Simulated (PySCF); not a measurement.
## `O=C1[SiH2]O[SiH2][C@@H]1CCl`: 4 charge schemes on one density

Species: C3H7ClO2Si2.
Cartesian coordinates in Å at the GFN2-xTB level; atoms count from 1:
```
atom  x, y, z in Å
O1     0.2269    1.8358    1.4238
C2    -0.2804    1.0869    0.6206
Si3   -2.1437    0.5838    0.5111
O4    -1.8698   -0.9207   -0.0876
Si5   -0.3565   -1.4448   -0.4515
C6     0.5266    0.2557   -0.3571
C7     2.0049    0.2422   -0.0332
Cl8    2.8382   -0.9395   -1.0733
H9    -2.7514    0.4273    1.8214
H10   -2.8844    1.3393   -0.4887
H11   -0.4246   -1.9804   -1.8001
H12    0.0862   -2.3495    0.5997
H13    0.3731    0.7284   -1.3346
H14    2.1739   -0.0681    0.9981
H15    2.4765    1.2116   -0.1980
```

Density: PBE0/pcSseg-1 (PySCF); schemes: Mulliken, IAO, Hirshfeld and ESP-fitted. One conformer (not necessarily the lowest) at the GFN2-xTB geometry, without solvent, vibrations or thermal averaging.

Problem. At which atom do the 4 schemes differ most?

Solution. At C6: from -0.616 (Mulliken) to +0.014 e (ESP-fitted), 0.630 e apart.

Problem. Which atoms carry the lowest charge in the Mulliken, IAO, Hirshfeld and ESP-fitted schemes?

Solution. All schemes agree: Mulliken O4 (-0.736); IAO O4 (-0.897); Hirshfeld O4 (-0.319); ESP-fitted O4 (-0.457).

Problem. Give the atomic charges in each scheme.

Solution. In e:

```tsv
atom	environment	Mulliken	IAO	Hirshfeld	ESP-fitted
O1	carbonyl oxygen	-0.345	-0.392	-0.222	-0.436
C2	carbonyl carbon	+0.029	+0.121	+0.074	+0.290
Si3	oxygen-bound silicon	+0.849	+0.946	+0.413	+0.473
O4	siloxane oxygen	-0.736	-0.897	-0.319	-0.457
Si5	oxygen-bound silicon	+0.908	+1.007	+0.398	+0.476
C6	sp3 carbon bound to silicon	-0.616	-0.460	-0.137	+0.014
C7	sp3 C–Cl carbon	-0.113	-0.227	-0.035	-0.439
Cl8	alkyl chlorine	-0.157	-0.104	-0.051	-0.128
H9	Si–H hydrogen	-0.089	-0.120	-0.063	-0.065
H10	Si–H hydrogen	-0.094	-0.128	-0.068	-0.089
H11	Si–H hydrogen	-0.087	-0.126	-0.071	-0.086
H12	Si–H hydrogen	-0.081	-0.135	-0.072	-0.068
H13	methine hydrogen	+0.191	+0.173	+0.053	+0.075
H14	methylene hydrogen	+0.167	+0.169	+0.048	+0.213
H15	methylene hydrogen	+0.174	+0.173	+0.051	+0.226
```

Mean size of the charges over all atoms: IAO 0.345 e, Mulliken 0.309 e, ESP-fitted 0.236 e, Hirshfeld 0.138 e. Each set sums to the total charge, 0, to within 0.001 e. The Hirshfeld scheme divides the density at each point in proportion to the densities of the neutral, spherically averaged free atoms.

Problem. How closely do the schemes follow one another over all atoms?

Solution. Correlation coefficient and root-mean-square difference: Mulliken with IAO 0.99, 0.083 e; IAO with Hirshfeld 0.99, 0.286 e; Mulliken with Hirshfeld 0.97, 0.250 e; Hirshfeld with ESP-fitted 0.87, 0.158 e; IAO with ESP-fitted 0.87, 0.262 e; Mulliken with ESP-fitted 0.81, 0.259 e.

Problem. How many electrons does the Hirshfeld scheme count on O1?

Solution. Z − q = 8 − (-0.222) = 8.222.

Problem. Sum the charges by element, for elements with more than one atom.

Solution. 
```json
{"element": "O", "atoms": "2", "Mulliken": "-1.081", "IAO": "-1.289", "Hirshfeld": "-0.540", "ESP-fitted": "-0.893"}
{"element": "C", "atoms": "3", "Mulliken": "-0.700", "IAO": "-0.566", "Hirshfeld": "-0.098", "ESP-fitted": "-0.135"}
{"element": "Si", "atoms": "2", "Mulliken": "+1.757", "IAO": "+1.954", "Hirshfeld": "+0.811", "ESP-fitted": "+0.950"}
{"element": "H", "atoms": "7", "Mulliken": "+0.181", "IAO": "+0.006", "Hirshfeld": "-0.121", "ESP-fitted": "+0.207"}
```

The run behind these numbers computed NMR shieldings as well. The run took 24 s on an Intel Xeon 6975P-C with one thread (shared host), and the process peaked at 0.85 GiB of memory.
